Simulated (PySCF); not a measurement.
H₂O₃P, multiplicity 2. Atoms are numbered in the order given.

```xyz
6

O      1.4970    -0.0612     0.5160
P      0.2220    -0.0072    -0.2885
O     -0.9478    -1.1521     0.0557
O     -0.6933     1.3374    -0.0087
H     -0.5489    -2.0461     0.0651
H     -1.6280     1.1600    -0.2417
```
Charge 0, spin multiplicity 2.

Geometry optimised at PBE-D3(BJ)/def2-SVP. The isomer is the one that the SMILES or the coordinates give; other isomers of the formula were not compared. One conformer was computed; it need not be the lowest.

Calculation: PBE/def2-TZVPD (PySCF).

Isolated molecule, no solvent.

Computed frontier levels, dipole moment and polarisability:
```json
{
  "α spin, highest occupied and lowest empty level": "-6.03 and -1.04 eV",
  "β spin, highest occupied and lowest empty level": "-7.71 and -4.61 eV",
  "dipole_moment": "3.51 D",
  "quadrupole, principal values (traceless, Buckingham form, about the centre of nuclear charge)": "-4.65, -1.25, 5.90 D·Å",
  "mean_static_polarisability": "41.1 bohr³ (6.09 Å³)",
  "polarisability_principal_values": "34.1, 43.1, 46.2 bohr³",
  "⟨S²⟩": "0.752 (pure state 0.75)"
}
```
